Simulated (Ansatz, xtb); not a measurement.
## Relative energy of two isomers of C4H7BF2O

Structure a is `C[C@@]1(B(F)F)C[C@H]1O`, a singlet and structure b is `O[C@H]1C[C@@H](B(F)F)C1`, a singlet. Both are isolated molecules in the gas phase, relaxed with PBE0-D3(BJ)/def2-SVP, each in the lowest conformer that the search found.

Task: Which of the two would you expect CCSD(T)/def2-SVP + ΔMP2/def2-TZVPP electronic energies to favour?

Result: Not settled: CCSD(T)/def2-SVP + ΔMP2/def2-TZVPP gives E(b) − E(a) = −1.22 kcal/mol, but this leans on the basis-set step: CCSD(T) alone gives +1.11 kcal/mol.

Level by level:

```
                             level              geometry  E(b) − E(a) (kcal/mol)  departure from the last row (kcal/mol)  job, with rough time for the two
                          GFN2-xTB              GFN2-xTB                     −4.53                                   −3.31              optimisation, 0.41 s
                         HF/STO-3G              GFN2-xTB                    −15.11                                  −13.89              single point, 0.62 s
                r2SCAN-D4/def2-SVP              GFN2-xTB                     +3.52                                   +4.74               single point, 6.9 s
              PBE0-D3(BJ)/def2-SVP  PBE0-D3(BJ)/def2-SVP                     +0.82                                   +2.04             optimisation, 2.1 min
                       HF/def2-SVP  PBE0-D3(BJ)/def2-SVP                     +0.73                                   +1.96           part of the CCSD(T) run
                      MP2/def2-SVP  PBE0-D3(BJ)/def2-SVP                     +2.05                                   +3.27           part of the CCSD(T) run
                  CCSD(T)/def2-SVP  PBE0-D3(BJ)/def2-SVP                     +1.11                                   +2.34                      single point
CCSD(T)/def2-SVP + ΔMP2/def2-TZVPP  PBE0-D3(BJ)/def2-SVP                     −1.22                                                     single point, 2.9 min
```

As drawn, both hold the same kinds of bond in the same numbers. Structure a has 1 methyl group, b 0. Structure a has a 3-membered ring, b a 4-membered ring.

r2SCAN-D4/def2-SVP, PBE0-D3(BJ)/def2-SVP, HF/def2-SVP, MP2/def2-SVP, CCSD(T)/def2-SVP put the two in the other order. The largest departure from CCSD(T)/def2-SVP + ΔMP2/def2-TZVPP is that of HF/STO-3G, 13.89 kcal/mol. The last row adds to CCSD(T) the change of the MP2 difference between the two basis sets, here −2.34 kcal/mol.

With thermal terms from frequencies at re-optimised GFN2-xTB minima (ideal gas, soft modes damped towards free rotors, one conformer each, 298.15 K, 1 atm): the zero-point term adds +1.10 kcal/mol; ΔH is −0.55 and ΔG 0.00 kcal/mol.

The correlated steps freeze 8 core orbitals. Programs: Ansatz 0.2.0, xtb 6.7.1; the last row on 4 threads of Arm Neoverse N1 on a shared host.
